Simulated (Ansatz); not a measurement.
A run on Al$_{2}$GeH$_{5}$N with other settings.

```yaml
crystal:
  periodic: [false, false, false]
  atoms:
    - {symbol: N, position_ang: [-0.644134, 0.871767, -0.595163]}
    - {symbol: Ge, position_ang: [1.253257, 0.167244, -0.403634]}
    - {symbol: Al, position_ang: [0.573910, -2.019087, 0.213209]}
    - {symbol: Al, position_ang: [-0.952953, -0.239636, 0.973872]}
    - {symbol: H, position_ang: [-0.705073, 1.874915, -0.459146]}
    - {symbol: H, position_ang: [-1.068502, 0.648526, -1.483860]}
    - {symbol: H, position_ang: [2.041178, 1.418811, -0.875891]}
    - {symbol: H, position_ang: [1.554520, -3.199204, 0.611185]}
    - {symbol: H, position_ang: [-1.963503, 0.430365, 2.002330]}
basis:
  gaussian: {orbitals: ANO-RCC-VTZP}
hamiltonian: {xc: {name: B2GP-PLYP}}
scf: {lower_state_search: light}
output: {forces: true}
```

```sh
$ ansatz run in.yaml --threads 4 --pin off --events-out ev --progress --plain --max-ram 10444MiB
```

Output, abridged:

```
Functional definition: B2GP-PLYP
1340 factors; integrals over basis functions are off by at most 1.0e-3 eV
mean field evaluation 1: about -71867.0977 eV, gradient 4.3e1 eV
mean field evaluation 2: about -71867.2840 eV, gradient 4.3e1 eV
mean field evaluation 4: about -71871.0650 eV, gradient 3.5e0 eV
mean field evaluation 8: about -71871.1109 eV, gradient 2.2e-1 eV
mean field evaluation 16: about -71871.1114 eV, gradient 1.4e-3 eV
mean field -71871.11141203 eV, -2641.2146284031 hartree, gradient 9.7e-6 eV, S^2 0.000000; 0 other end points of the search recorded, 0 dependent functions left out
20 core orbitals not correlated: weight in the atoms' cores, before any rotation towards them, 1.000 or more for the frozen orbitals, at most 0.000 for the correlated occupied ones
reference -71871.11156516 eV, -2641.2146340305 hartree; 15, 15 occupied and 176, 176 virtual orbitals, 1340 factors
second order -27.50517962 eV of doubles, -0.00000000 eV of singles
Total energy: -71881.01342982 eV, -2641.5785208452 hartree
Relativity: scalar
Atom 0 at    -0.644134     0.871767    -0.595163 Å, force    -0.130203     0.068576    -0.067098 eV/Å
Atom 1 at     1.253257     0.167244    -0.403634 Å, force     0.321616     0.207212    -0.101924 eV/Å
Atom 2 at     0.573910    -2.019087     0.213209 Å, force     0.078425    -0.099032     0.007983 eV/Å
Atom 3 at    -0.952953    -0.239636     0.973872 Å, force    -0.162714     0.083435     0.152394 eV/Å
Atom 4 at    -0.705073     1.874915    -0.459146 Å, force     0.004816    -0.107917    -0.038290 eV/Å
Atom 5 at    -1.068502     0.648526    -1.483860 Å, force     0.054968     0.056081     0.095221 eV/Å
Atom 6 at     2.041178     1.418811    -0.875891 Å, force    -0.174933    -0.251379     0.081692 eV/Å
Atom 7 at     1.554520    -3.199204     0.611185 Å, force    -0.084089     0.121748    -0.032298 eV/Å
Atom 8 at    -1.963503     0.430365     2.002330 Å, force     0.092115    -0.078725    -0.097681 eV/Å
Dipole moment:    -0.320304     0.335088    -0.358038 e Å
```

It took 29 s on 4 threads of an Intel Xeon Platinum 8259CL on a shared host, with 0.85 GiB of host memory at the peak.
